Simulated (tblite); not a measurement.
Species: C₈H₁₄OP (charge +1).
Cartesian coordinates in Å at the GFN2-xTB level; atoms count from 1:
```
atom  x, y, z in Å
C1    -4.0432   -0.3428    0.2123
C2    -2.5633   -0.4820   -0.1210
C3    -1.8529    0.8689   -0.1072
C4    -0.3929    0.7562   -0.5537
P5     0.5289   -0.4631    0.4199
C6     2.2708   -0.2416    0.1968
C7     3.3505   -1.0874    0.0827
C8     4.4742   -0.2508   -0.0529
C9     4.0045    1.0324   -0.0093
O10    2.6810    1.0523    0.1413
H11   -4.5223   -1.3173    0.2303
H12   -4.5442    0.2688   -0.5335
H13   -4.1772    0.1234    1.1851
H14   -2.0881   -1.1434    0.6179
H15   -2.4550   -0.9428   -1.1057
H16   -1.9024    1.2957    0.8972
H17   -2.3652    1.5585   -0.7796
H18    0.1302    1.7138   -0.4409
H19   -0.3216    0.4560   -1.6057
H20    0.1859   -0.3267    1.7502
H21    0.2551   -1.7675    0.0955
H22    3.3334   -2.1586    0.0900
H23    5.4923   -0.5591   -0.1697
H24    4.5097    1.9767   -0.0780
```

Computed values, GFN2-xTB/tblite, gas phase, harmonic and unscaled. The method is semi-empirical: single wavenumbers can be off by several per cent or more. Modes of hydrogen on phosphorus can be 10 to 20 % off. One conformer, not necessarily the lowest.

Harmonic wavenumbers (cm⁻¹): 32.1, 37.8, 66.7, 95.1, 112.6, 191.8, 201.6, 240.0, 251.3, 276.8, 452.0, 503.1, 521.3, 572.2, 597.0, 712.5, 746.1, 782.2, 798.5, 824.7, 830.8, 839.6, 854.1, 864.3, 910.4, 917.2, 931.1, 1010.3, 1027.9, 1031.3, 1039.9, 1082.4, 1089.9, 1108.2, 1113.6, 1165.6, 1187.7, 1206.4, 1212.2, 1246.6, 1265.2, 1288.5, 1348.6, 1366.3, 1385.6, 1404.9, 1422.2, 1475.0, 1478.7, 1493.2, 1493.9, 1529.7, 2382.8, 2470.9, 2882.0, 2915.7, 2924.8, 2972.6, 2983.0, 3006.5, 3049.4, 3052.5, 3062.1, 3165.2, 3179.3, 3200.3.

A = 4346, B = 440.0, C = 411.3 MHz; mass 157.078 u (most abundant isotopes); point group C1, symmetry number 1.

What is the zero-point energy?

½Σν̃ = 43442 cm⁻¹ = 519.68 kJ/mol.

What is S at 350 K and 1 bar for an ideal gas of classical rigid rotors and harmonic oscillators?

Translation 175.25, rotation 129.16, vibration 184.92: S = 489.3 J/(mol K).

And Cp and H(350 K) − H(0)?

Cp = 216.64 J/(mol K), of which vibrations give 183.39 (their classical limit is 66 R = 548.8); H(350 K) − H(0) = 43.60 kJ/mol without the zero-point energy, 31.96 from vibrations.

How do the functions run with temperature in this model?

| T (K) | S (J/(mol K)) | Cp (J/(mol K)) | H − H(0) (kJ/mol) | G − H(0) (kJ/mol) | ln q(vib) |
| --- | --- | --- | --- | --- | --- |
| 100 | 318.7 | 90.4 | 6.38 | -25.50 | 3.06 |
| 200 | 394.1 | 133.3 | 17.49 | -61.33 | 6.51 |
| 300 | 458.2 | 188.0 | 33.48 | -103.98 | 9.69 |
| 500 | 579.9 | 292.4 | 82.02 | -207.92 | 15.98 |
| 800 | 741.1 | 392.1 | 186.10 | -406.79 | 25.24 |
| 1000 | 833.4 | 434.6 | 269.00 | -564.43 | 31.07 |

q(vib) and H(0) count from the zero-point level.

Which modes carry the vibrational entropy at 350 K?

32.1 cm⁻¹: 25.16; 37.8 cm⁻¹: 23.80; 66.7 cm⁻¹: 19.10; 95.1 cm⁻¹: 16.18; 112.6 cm⁻¹: 14.79; 191.8 cm⁻¹: 10.50 J/(mol K); the other 60 give 75.39 together.

Blend soft modes into free rotors: weight 1/[1 + (100 cm⁻¹/ν̃)⁴] for the oscillator and the rest for a rotor with moment μB/(μ + B), μ = h/(8π²ν), B = 10⁻⁴⁴ kg m². What vibrational entropy results?

163.27 J/(mol K) in place of 184.92, which changes −T·S at 350 K by +7.58 kJ/mol.

Hindered rotation and anharmonicity are outside this model. Other conformers, if any are populated, would add a mixing term that is left out. The structure is chiral; the term R ln 2 for an equal mix with its mirror image is left out.
